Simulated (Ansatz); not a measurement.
Reaction (substitution at a C–Ge bond): `[CH3][GeH2][CH2]S` + `OC=S` → `S=COCS` + `[CH3][GeH3]`

Computed with Ansatz on PBE0-D4/def2-TZVP structures; ΔE is electronic, products minus reactants. CCSD(T)/CBS is the MP2 limit (def2-TZVPP, def2-QZVPP) plus CCSD(T) − MP2 in def2-TZVPP, frozen cores. This one scheme is used for every species. For Ge outer-core shells are correlated without core-valence functions, which leaves a few kJ/mol of doubt a bond. Scalar relativity is left out up to krypton. One conformer a species, not always the lowest.

`[CH3][GeH2][CH2]S`:

Z-matrix (Å, degrees):
```
C
Ge 1 1.948
H 1 1.091 2 109.5
H 1 1.090 2 110.7 3 120.2
H 1 1.091 2 110.2 3 -119.6
C 2 1.966 1 109.8 3 53.5
H 2 1.544 1 110.7 3 -64.7
H 2 1.545 1 111.0 3 174.6
S 6 1.810 2 112.4 1 -61.6
H 6 1.092 2 108.8 1 54.6
H 6 1.091 2 111.7 1 173.2
H 9 1.343 6 97.4 2 -52.0
```

`OC=S`:

```xyz
5

O    -0.131   -0.870    0.489
C     0.186    0.236   -0.181
S     1.639    0.521   -0.800
H    -1.053   -0.834    0.770
H    -0.640    0.947   -0.278
```

`S=COCS`:

```xyz
9

S     2.730    1.327   -0.081
C     1.238    0.789   -0.337
O     0.793   -0.385    0.100
C    -0.557   -0.712   -0.198
S    -1.779    0.229    0.729
H     0.492    1.361   -0.896
H    -0.775   -0.528   -1.253
H    -0.648   -1.775    0.008
H    -1.495   -0.307    1.927
```

`[CH3][GeH3]`:

Cartesian coordinates in Å:
```
C -0.144 -0.846 0.580
Ge 0.127 0.749 -0.513
H -1.208 -1.020 0.739
H 0.282 -1.720 0.086
H 0.339 -0.726 1.551
H -0.557 0.584 -1.883
H 1.629 0.994 -0.744
H -0.468 1.985 0.184
```

| level | ΔE (kJ/mol) |
| --- | --- |
| HF/def2-TZVPP | 47.6 |
| MP2/def2-TZVPP | 65.0 |
| MP2/def2-QZVPP | 66.9 |
| MP2/CBS(def2) | 68.4 |

Problem. What does CCSD(T)/CBS give? (An estimate is asked.)

Solution. Computed: +61.9 kJ/mol. The listed levels differ from it by -14.3, 3.1, 5.0, 6.5 kJ/mol.

Largest T1 diagnostic among the species: 0.018.

In def2-TZVPP, CCSD(T) changes the Hartree–Fock value by +10.9 kJ/mol (the triples alone add −0.6 kJ/mol) and MP2 by +17.4 kJ/mol. From PBE to PBE0 (25 % exact exchange), in def2-TZVPP and without D4, ΔE moves by +3.5 kJ/mol.
